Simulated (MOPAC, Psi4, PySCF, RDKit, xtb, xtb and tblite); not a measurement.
Two geometries of C12H10O, SMILES c1ccc(Oc2ccccc2)cc1, relaxed at GFN2-xTB with one dihedral held; other torsions can differ between them too.

Structure A

```
23

C     -3.6294     0.3742     0.9030
C     -2.4649     0.8838     1.4516
C     -1.2515     0.6910     0.8157
C     -1.2071    -0.0052    -0.3852
O      0.0032    -0.1333    -1.0316
C      0.5085    -1.3822    -1.2656
C      0.0451    -2.5325    -0.6376
C      0.6409    -3.7506    -0.9133
C      1.6954    -3.8344    -1.8049
C      2.1614    -2.6848    -2.4227
C      1.5740    -1.4637    -2.1591
C     -2.3747    -0.5194    -0.9382
C     -3.5810    -0.3261    -0.2912
H     -4.5739     0.5218     1.4047
H     -2.4983     1.4277     2.3838
H     -0.3348     1.0816     1.2301
H     -0.7715    -2.4724     0.0674
H      0.2754    -4.6398    -0.4210
H      2.1540    -4.7886    -2.0153
H      2.9865    -2.7400    -3.1174
H      1.9244    -0.5589    -2.6308
H     -2.3256    -1.0641    -1.8700
H     -4.4873    -0.7238    -0.7231
```

Structure B

```
23

C      3.6372     0.6385     0.8318
C      2.5233     1.4532     0.9205
C      1.3339     1.0958     0.3090
C      1.2602    -0.0906    -0.4110
O      0.1397    -0.5457    -1.0484
C     -1.0329     0.1755    -1.0132
C     -1.6979     0.4311     0.1814
C     -2.9109     1.0947     0.1613
C     -3.4691     1.4966    -1.0407
C     -2.8131     1.2261    -2.2295
C     -1.5965     0.5684    -2.2207
C      2.3830    -0.9116    -0.5027
C      3.5618    -0.5443     0.1135
H      4.5588     0.9231     1.3163
H      2.5726     2.3799     1.4735
H      0.4777     1.7512     0.3705
H     -1.2653     0.0999     1.1143
H     -3.4245     1.2934     1.0904
H     -4.4164     2.0143    -1.0503
H     -3.2480     1.5312    -3.1697
H     -1.0734     0.3488    -3.1387
H      2.3055    -1.8299    -1.0635
H      4.4264    -1.1865     0.0350
```

Q: Which is lower in energy at the level PBE0-D3(BJ)/def2-SVP // GFN2-xTB in Psi4, and by how much?

A: A is lower, by 0.65 kcal/mol (dihedral C3–C4–O5–C6: 120° in A, 0° in B).

E(B) − E(A) in kcal/mol at the other levels, on the same two geometries: GFN2-xTB (xtb and tblite) 0.37; MMFF94 // GFN2-xTB (RDKit) 1.29; PBE0/def2-SVP // GFN2-xTB (Psi4) 0.59; PBE/def2-SVP // GFN2-xTB (Psi4) 0.52; PBE-D3(BJ)/def2-SVP // GFN2-xTB (Psi4) 0.57; UFF // GFN2-xTB (RDKit) 0.40; PM3, restricted, heats of formation // GFN2-xTB (MOPAC) 0.20; PM6, restricted, heats of formation // GFN2-xTB (MOPAC) 0.09; GFN1-xTB // GFN2-xTB (xtb) 0.24; restricted B3LYP/6-31G*, spherical d, density fitting // GFN2-xTB (PySCF) 0.51; restricted Hartree-Fock/STO-3G // GFN2-xTB (PySCF) 0.73; restricted B3LYP/3-21G, density fitting // GFN2-xTB (PySCF) 0.48; restricted Hartree-Fock/6-31G*, spherical d, density fitting // GFN2-xTB (PySCF) 0.74.
